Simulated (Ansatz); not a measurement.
Cost and result for the atomization energy of BGaH4O (`B[O][GaH2]`) (7 atoms, 6 bonds).

Total charge 0; spin multiplicity 1. Correlated methods include outer-core shells of Ga, which these sets cover unevenly. Scalar relativity is left out up to krypton. All single points use the PBE0-D4/def2-TZVP geometry. Program: Ansatz. All runs use 2 threads of an Arm Neoverse N1 on a shared host. Times are those of one run each, without the atoms' runs, and a repeat can differ threefold. Electronic energies, without spin–orbit coupling; frozen cores. CCSD(T)/CBS adds CCSD(T) − MP2 in def2-TZVPP to the MP2 limit, and its time is that of the two runs behind it. T1 = 0.016. With those shells the extrapolation isn't a true limit. HSE06 is the plane-wave form, built on full-range PBE exchange.

CCSD(T)/CBS is a level of theory with its own doubt, some kJ/mol a heavy atom from the limit and from the frozen cores, so smaller differences don't rank the functionals.

```json
{"level": "LDA (SPW92)/def2-TZVPP", "functions": "166", "wall time": "1.6 s", "atomization (kJ/mol)": "2529.8", "difference from CCSD(T)/CBS": "287.5", "per bond": "47.9"}
{"level": "BLYP-D4/def2-TZVPP", "functions": "166", "wall time": "3.1 s", "atomization (kJ/mol)": "2225.7", "difference from CCSD(T)/CBS": "-16.6", "per bond": "-2.8"}
{"level": "PBE-D4/def2-TZVPP (with forces)", "functions": "166", "wall time": "3.4 s", "atomization (kJ/mol)": "2245.2", "difference from CCSD(T)/CBS": "2.9", "per bond": "0.5"}
{"level": "PBE0-D4/def2-TZVPP", "functions": "166", "wall time": "3.7 s", "atomization (kJ/mol)": "2216.2", "difference from CCSD(T)/CBS": "-26.1", "per bond": "-4.3"}
{"level": "HSE06-D4/def2-TZVPP", "functions": "166", "wall time": "4 s", "atomization (kJ/mol)": "2217.5", "difference from CCSD(T)/CBS": "-24.8", "per bond": "-4.1"}
{"level": "BHLYP-D4/def2-TZVPP", "functions": "166", "wall time": "4 s", "atomization (kJ/mol)": "2189.7", "difference from CCSD(T)/CBS": "-52.6", "per bond": "-8.8"}
{"level": "CCSD(T)/def2-SVP", "functions": "80", "wall time": "4.5 s", "atomization (kJ/mol)": "2144.3", "difference from CCSD(T)/CBS": "-98.0", "per bond": "-16.3"}
{"level": "PBE-QIDH/def2-TZVPP", "functions": "166", "wall time": "7 s", "atomization (kJ/mol)": "2226.6", "difference from CCSD(T)/CBS": "-15.7", "per bond": "-2.6"}
{"level": "B97M-V/def2-TZVPP", "functions": "166", "wall time": "13 s", "atomization (kJ/mol)": "2260.3", "difference from CCSD(T)/CBS": "18.0", "per bond": "3.0"}
{"level": "ωB97M-V/def2-TZVPP (with forces)", "functions": "166", "wall time": "16 s", "atomization (kJ/mol)": "2243.9", "difference from CCSD(T)/CBS": "1.6", "per bond": "0.3"}
{"level": "MP2/def2-QZVPP", "functions": "323", "wall time": "24 s", "atomization (kJ/mol)": "2263.0", "difference from CCSD(T)/CBS": "20.7", "per bond": "3.5"}
{"level": "CCSD(T)/def2-TZVPP", "functions": "166", "wall time": "66 s", "atomization (kJ/mol)": "2204.9", "difference from CCSD(T)/CBS": "-37.4", "per bond": "-6.2"}
{"level": "CCSD(T)/CBS(def2)", "functions": "–", "wall time": "90 s", "atomization (kJ/mol)": "2242.3", "difference from CCSD(T)/CBS": "0.0", "per bond": "0.0"}
```

The D4 term adds +16.1 kJ/mol with B3LYP and +8.3 kJ/mol with PBE0; it sums over pairs of atoms, weighted by their polarisabilities, and B3LYP, whose exchange is more repulsive, gets the larger term. From BLYP to BHLYP (50 % exact exchange), in def2-TZVPP and without D4, the atomization energy moves by −27.2 kJ/mol: exact exchange takes away binding that semilocal exchange gives to molecules. At CCSD(T), def2-SVP lies −98.0 kJ/mol from the extrapolated value and def2-TZVPP −37.4 kJ/mol: correlation converges slowly with the basis, and small sets miss more of it in the bonded molecule than in its fragments.

B3LYP here is the variant with VWN-RPA as its local correlation; programs differ in this.
